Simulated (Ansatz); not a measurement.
One change: `C[S][Mg][SH]` becomes `C[S][Zn][SH]`.

Ansatz, PBE0-D4/def2-TZVP geometries, multiplicity 1. Each molecule was computed in one conformer, which needn't be the lowest.

Scalar relativity is left out up to krypton.

| property | `C[S][Mg][SH]` |
| --- | --- |
| size of the dipole moment (B3LYP/def2-TZVPP) / D | 1.38 |
| HOMO energy (ωB97M-V/def2-TZVPP) / eV | -8.84 |
| HOMO–LUMO gap (ωB97M-V/def2-TZVPP) / eV | 8.85 |
| HOMO energy (PBE0/def2-TZVPP) / eV | -6.66 |
| LUMO energy (PBE0/def2-TZVPP) / eV | -1.35 |
| size of the dipole moment (PBE/def2-TZVPP) / D | 1.40 |

Problem. Give the same properties after the change, and the shifts. (An estimate is asked.)

Solution. Computed: 
| property | `C[S][Zn][SH]` | shift |
| --- | --- | --- |
| size of the dipole moment (B3LYP/def2-TZVPP) / D | 1.61 | 0.23 |
| HOMO energy (ωB97M-V/def2-TZVPP) / eV | -9.07 | -0.23 |
| HOMO–LUMO gap (ωB97M-V/def2-TZVPP) / eV | 9.79 | 0.94 |
| HOMO energy (PBE0/def2-TZVPP) / eV | -6.89 | -0.23 |
| LUMO energy (PBE0/def2-TZVPP) / eV | -0.86 | 0.49 |
| size of the dipole moment (PBE/def2-TZVPP) / D | 1.63 | 0.23 |

With PBE0 the HOMO falls by 0.23 eV and the LUMO rises by 0.49 eV, so the gap widens by about 0.72 eV. PBE moves the HOMO by -0.23 eV and ωB97M-V by -0.23 eV. Dipoles are sizes alone; their direction can turn.

B3LYP here is the variant with VWN-RPA as its local correlation; programs differ in this.
